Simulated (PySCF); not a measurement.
Geometry (Å), atoms numbered from 1 in this order:
```xyz
12

O     2.248   -0.325    0.155
C     1.078    0.336   -0.191
C    -0.169   -0.379    0.358
F    -0.200   -1.661   -0.092
F    -0.153   -0.454    1.705
C    -1.482    0.318   -0.079
F    -1.478    1.599    0.296
F    -1.596    0.297   -1.411
F    -2.562   -0.256    0.432
H     2.229   -1.234   -0.174
H     1.133    1.332    0.256
H     0.954    0.426   -1.280
```

Theoretical values (PySCF 2.14.0 with density-fitted response routines): GFN2-xTB geometry, shielding tensors at PBE0/pcSseg-1 (GIAO). In vacuum, no relativistic terms, single conformer, averaged over atoms made equivalent by symmetry, fast rotation or ring inversion.

δ = σ(ref) − σ, references computed at the same level: $^{13}$C, $^{1}$H against TMS; $^{17}$O against H2O; CFCl3 for $^{19}$F.

| atoms | nucleus | count | δ (ppm) |
| --- | --- | --- | --- |
| C2 | $^{13}$C | 1 | 66.6 |
| H10 | $^{1}$H | 1 | 1.19 |
| O1 | $^{17}$O | 1 | ? |
| C6 | $^{13}$C | 1 | 128.6 |
| H11/H12 | $^{1}$H | 2 | 4.41 |
| F7/F8/F9 | $^{19}$F | 3 | ? |
| F4/F5 | $^{19}$F | 2 | -151.8 |
| C3 | $^{13}$C | 1 | 122.1 |

Task: Estimate the values marked ?.

Result: 
- O1: 2.3 ppm, alcohol oxygen
- F7/F8/F9: -100.3 ppm, fluorine of a CF3 group

OH and NH positions are those of a molecule without intermolecular hydrogen bonds; in solution they move with solvent, concentration and temperature, and exchange usually removes their couplings. Shifts are as computed. Against solution values, carbons near 30 ppm lie about +3 ppm off and those near 130 ppm about +5 ppm. Of 1211 compounds with measured shifts, 218 miss one by over three times the rms of a fit or turn the order of signals round; such compounds aren't used in these exercises. Unscaled 19F shifts against computed CFCl3 carry errors that often reach 10 to 50 ppm. Experimental scales use liquid or dissolved standards, which lie at an offset from isolated H2O (liquid H2O: subtract about 36 ppm).
